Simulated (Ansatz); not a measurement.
Ti2Cl2 (the lowest singlet isomer of a short search) was relaxed with PBE-D4 (def2-SVP) in Ansatz in these states: neutral quintet, neutral triplet. The geometries follow in no particular order.

A:

```xyz
4

Ti    0.679   -0.203   -0.661
Ti   -0.688    0.163    0.663
Cl   -1.554    0.285   -1.684
Cl    1.563   -0.246    1.682
```

B:

```csv
atom,x (Å),y (Å),z (Å)
Ti1,0.1624,-0.9688,-0.5249
Ti2,-0.8529,0.7036,0.1171
Cl3,0.9418,1.1327,-1.4566
Cl4,-0.2513,-0.8675,1.8644
```

**Question.** Judge from the bond lengths which geometry belongs to which state (an estimate).

**Answer.** A is the neutral quintet (Ti1–Ti2 1.938 Å, Ti2–Cl3 2.505 Å, Ti2–Cl4 2.504 Å); B is the neutral triplet (Ti1–Ti2 2.059 Å, Ti2–Cl3 2.425 Å, Ti2–Cl4 2.426 Å).

At PBE0-D4/def2-TZVP a broken-symmetry singlet lies 0.49 eV below the neutral quintet. At PBE0-D4/def2-TZVP a broken-symmetry singlet lies 0.09 eV below the neutral triplet. These are the stationary points nearest to one start from a short search; other shapes may lie lower in each state.
